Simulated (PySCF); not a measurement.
neopentane (C$_{5}$H$_{12}$), singlet, geometry from GFN2-xTB; PBE/STO-3G (PySCF).

Here is a job for PySCF.
```python
from pyscf import gto, scf, dft

mol = gto.Mole()
mol.atom = '''
    C    -0.342155   -0.440932    1.424642
    C     0.000000   -0.000000    0.000000
    C     0.140297    1.523020   -0.042687
    C    -1.116514   -0.436182   -0.950914
    C     1.318372   -0.645907   -0.431040
    H    -1.277917    0.008553    1.749940
    H    -0.446243   -1.522623    1.475778
    H     0.441015   -0.139505    2.116951
    H     0.383913    1.856752   -1.049057
    H    -0.788353    2.001456    0.260981
    H     0.930579    1.853398    0.627991
    H    -2.063690    0.013373   -0.660635
    H    -1.232017   -1.517803   -0.934797
    H    -0.891425   -0.131331   -1.970672
    H     1.238762   -1.730619   -0.407259
    H     2.126021   -0.347501    0.233913
    H     1.579354   -0.344148   -1.443135
'''
mol.basis = 'sto-3g'
mol.charge = 0
mol.spin = 0
mol.verbose = 4
mol.build()

mf = dft.RKS(mol)
mf.xc = 'pbe'
mf.grids.atom_grid = (99, 590)
mf.grids.prune = None
mf.kernel()
```

Problem. Write the output that PySCF gives for this input, abridged.

Solution. 
```
PySCF version 2.14.0

[INPUT] verbose = 4
[INPUT] num. atoms = 17
[INPUT] num. electrons = 42
[INPUT] charge = 0
[INPUT] spin (= nelec alpha-beta = 2S) = 0
[INPUT] symmetry False subgroup None
[INPUT] Mole.unit = angstrom
[INPUT] Symbol           X                Y                Z      unit          X                Y                Z       unit  Magmom
[...]
nuclear repulsion = 199.27094055107
number of shells = 27
number of NR pGTOs = 111
number of NR cGTOs = 37
basis = sto-3g
ecp = {}

******** <class 'pyscf.dft.rks.RKS'> ********
method = RKS
initial guess = minao
damping factor = 0
level_shift factor = 0
DIIS = <class 'pyscf.scf.diis.CDIIS'>
diis_start_cycle = 1
diis_space = 8
diis_damp = 0
SCF conv_tol = 1e-09
SCF conv_tol_grad = None
SCF max_cycles = 50
direct_scf = True
direct_scf_tol = 1e-13
XC library pyscf.dft.libxc version 7.1.2
    S. Lehtola, C. Steigemann, M. J. T. Oliveira, and M. A. L. Marques,  SoftwareX 7, 1–5 (2018)
XC functionals = pbe
    J. P. Perdew, K. Burke, and M. Ernzerhof,  Phys. Rev. Lett. 77, 3865 (1996)
    J. P. Perdew, K. Burke, and M. Ernzerhof,  Phys. Rev. Lett. 78, 1396 (1997)
    J. P. Perdew, K. Burke, and M. Ernzerhof,  Phys. Rev. Lett. 77, 3865 (1996)
    J. P. Perdew, K. Burke, and M. Ernzerhof,  Phys. Rev. Lett. 78, 1396 (1997)
radial grids:
    Treutler-Ahlrichs [JCP 102, 346 (1995); DOI:10.1063/1.469408] (M4) radial grids

becke partition: Becke, JCP 88, 2547 (1988); DOI:10.1063/1.454033
pruning grids: None
grids dens level: 3
symmetrized grids: False
atomic radii adjust function: <function treutler_atomic_radii_adjust>
User specified grid scheme (99, 590)
small_rho_cutoff = 0
Set gradient conv threshold to 3.16228e-05
Initial guess from minao.
tot grids = 992976
init E= -195.14715237057
[...]
cycle= 1 E= -195.104496827905  delta_E= 0.0427  |g|= 0.288  |ddm|=  4.7
[...]
cycle= 2 E= -195.09891827289  delta_E= 0.00558  |g|= 0.318  |ddm|= 0.778
[...]
cycle= 3 E= -195.129915378356  delta_E= -0.031  |g|= 0.0123  |ddm|= 0.411
[...]
cycle= 4 E= -195.129942367396  delta_E= -2.7e-05  |g|= 0.0076  |ddm|= 0.025
[...]
cycle= 5 E= -195.129959228476  delta_E= -1.69e-05  |g|= 6.49e-05  |ddm|= 0.00955
[...]
cycle= 6 E= -195.129959230238  delta_E= -1.76e-09  |g|= 7.26e-07  |ddm|= 0.000114
[...]
cycle= 7 E= -195.129959230238  delta_E=    0  |g|= 1.44e-08  |ddm|= 9.53e-07
[...]
Extra cycle  E= -195.129959230239  delta_E= -6.82e-13  |g|= 1.57e-08  |ddm|= 3.99e-08
converged SCF energy = -195.129959230239
```
